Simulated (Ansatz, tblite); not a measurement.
Forces on [Ni(NH3)4]2+ (NiN4H12²⁺) at its PBE0-D4/def2-SVP geometry. The state is a singlet with charge 2.

The xTB rows come from tblite.

GFN2-xTB (tblite), largest force 0.31 eV/Å:

```xyz
17
positions Å, forces eV/Å
Ni    0.000    0.000    0.000   -0.003    0.000    0.000
N     1.264   -0.534   -1.388    0.194   -0.084   -0.217
H     1.626   -1.487   -1.252   -0.059   -0.026    0.090
H     2.093    0.070   -1.430   -0.016    0.076    0.072
H     0.905   -0.530   -2.348   -0.081    0.024   -0.007
N     1.450    0.037    1.305    0.227    0.007    0.203
H     1.687    0.989    1.611   -0.071    0.054   -0.065
H     2.343   -0.364    0.998   -0.001   -0.029   -0.078
H     1.229   -0.480    2.165   -0.095   -0.042   -0.018
N    -1.257    0.572    1.378   -0.192    0.088    0.218
H    -1.838    1.367    1.086    0.035    0.027   -0.096
H    -0.843    0.881    2.264    0.084   -0.003    0.002
H    -1.918   -0.167    1.646    0.040   -0.081   -0.064
N    -1.457   -0.075   -1.296   -0.227   -0.011   -0.203
H    -1.397    0.666   -2.006    0.089    0.050    0.040
H    -2.404    0.012   -0.913    0.000    0.009    0.082
H    -1.482   -0.957   -1.821    0.077   -0.057    0.041
```

revPBE-D4/def2-TZVP (Ansatz), largest force 0.25 eV/Å:

```
Ni -0.003 -0.001 0.001
N 0.165 -0.071 -0.163
H -0.031 -0.127 0.097
H 0.041 0.135 0.055
H -0.108 0.031 -0.072
N 0.172 0.015 0.173
H -0.039 0.150 -0.043
H 0.057 -0.064 -0.102
H -0.104 -0.099 0.043
N -0.165 0.066 0.167
H 0.001 0.103 -0.112
H 0.117 0.023 0.060
H -0.019 -0.160 -0.028
N -0.170 -0.009 -0.177
H 0.088 0.132 -0.025
H -0.064 0.009 0.114
H 0.063 -0.135 0.012
```

r2SCAN-D4/def2-TZVP (Ansatz), largest force 0.32 eV/Å:

```
Ni -0.003 -0.001 0.001
N 0.209 -0.085 -0.220
H -0.125 0.142 0.059
H -0.187 -0.041 0.072
H -0.009 0.028 0.202
N 0.228 0.009 0.219
H -0.106 -0.117 -0.121
H -0.197 0.052 -0.017
H -0.044 0.054 -0.194
N -0.206 0.093 0.220
H 0.158 -0.126 -0.032
H 0.001 -0.067 -0.192
H 0.160 0.051 -0.105
N -0.229 -0.015 -0.219
H 0.071 -0.080 0.168
H 0.206 -0.013 0.007
H 0.074 0.117 0.153
```
